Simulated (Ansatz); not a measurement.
```yaml
crystal:
  periodic: [false, false, false]
  atoms:
    - {symbol: N, position_ang: [-1.761657, 1.015248, -0.438163]}
    - {symbol: Ga, position_ang: [-0.096496, 0.743727, 0.227798]}
    - {symbol: C, position_ang: [0.518010, -1.104196, 0.525078]}
    - {symbol: S, position_ang: [1.810606, -1.357320, -0.733878]}
    - {symbol: H, position_ang: [-2.409800, 0.278341, -0.657423]}
    - {symbol: H, position_ang: [-2.101520, 1.912231, -0.739995]}
    - {symbol: H, position_ang: [0.831860, 1.981740, 0.447745]}
    - {symbol: H, position_ang: [-0.268071, -1.817665, 0.272146]}
    - {symbol: H, position_ang: [0.895169, -1.350079, 1.516980]}
    - {symbol: H, position_ang: [2.581899, -0.302017, -0.420288]}
basis:
  gaussian: {orbitals: def2-SVP}
magnetization: {spin_polarized: true, initial_magnetization: 0}
hamiltonian: {xc: {name: PBE1PBE}}
output: {forces: true}
```

```sh
$ ansatz run in.yaml --threads 4 --pin off --events-out ev --progress --plain --max-ram 10444MiB
```

Shortened log:

```
Error: YAML parse error: error: line 17 column 19: hamiltonian.xc: no functional is named "PBE1PBE"; the names, which are not case-sensitive, are SVWN5, SPW92, PBE, PBE0, PBEsol, revPBE, revPBE0, RPBE, rPW86-PBE, HSE06, wPBEh, LC-wPBE, HISS, HF, BLYP, B3LYP, B3LYP5, BHLYP, CAM-B3LYP, r2SCAN, r2SCANh, r2SCAN0, r2SCAN50, m-r2SCAN, B97, wB97, wB97X, wB97X-V, B97M-V, wB97M-V, B2PLYP, B2GP-PLYP, PBE0-DH, PBE-QIDH
15 |   gaussian: {orbitals: def2-SVP}
16 | magnetization: {spin_polarized: true, initial_magnetization: 0}
17 | hamiltonian: {xc: {name: PBE1PBE}}
18 | output: {forces: true}
```

Something in this input is off. What?

The method's name isn't one that the program takes here. The input was rejected before any iteration.

HSE06 is defined as in plane-wave codes.
